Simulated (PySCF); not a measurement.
Predicted microwave data (PBE0/pcSseg-1 in PySCF (dipole) on a GFN2-xTB geometry, gas phase) for one isomer of C7H14FN:

| Property | Result |
| --- | --- |
| Rotational constants | A = 2433, B = 751.1, C = 620.8 MHz |
| Dipole components | \|μa\| = 0.62 D, \|μb\| = 0.55 D, \|μc\| = 0.23 D |
| Inertial defect | -66.50 u·Å² |
| κ | -0.86 |

Question: Which structure is it? (One computed conformer of each.)
A. `[CH3:1][C:2]([CH3:3])([CH3:4])[C@@H:5]1[NH:6][CH2:7][C@H:8]1[F:9]` with C2–C5–N6–C7 -136°, C5–N6–C7–C8 13°, N6–C7–C8–F9 -129°, C2–C5–C8–C7 131°
B. `[CH3:1][CH2:2]/[C:3](=[CH:4]\[CH2:5][NH2:6])[CH2:7][CH2:8][F:9]` with C1–C2–C3–C4 74°, C3–C4–C5–N6 131°, C4–C5–N6–H -60° and 59°, C2–C3–C7–C8 66°, C3–C7–C8–F9 177°

Answer: B. It is CC/C(=C\CN)CCF, an asymmetric top, point group C1. The candidates at the same level (rigid rotor, commonest isotopes):

```
                  SMILES  A (MHz)  B (MHz)  C (MHz)  μa (D)  μb (D)  μc (D)  Δ (u·Å²)  point group           rotor
          CC/C(=C\CN)CCF     2433    751.1    620.8    0.62    0.55    0.23    -66.50           C1  asymmetric top
CC(C)(C)[C@@H]1NC[C@H]1F     2385     1243     1036    0.33    0.87    0.34   -130.65           C1  asymmetric top
```

`CC(C)(C)[C@@H]1NC[C@H]1F` has C 67 % too high. No structure here is proved a minimum.
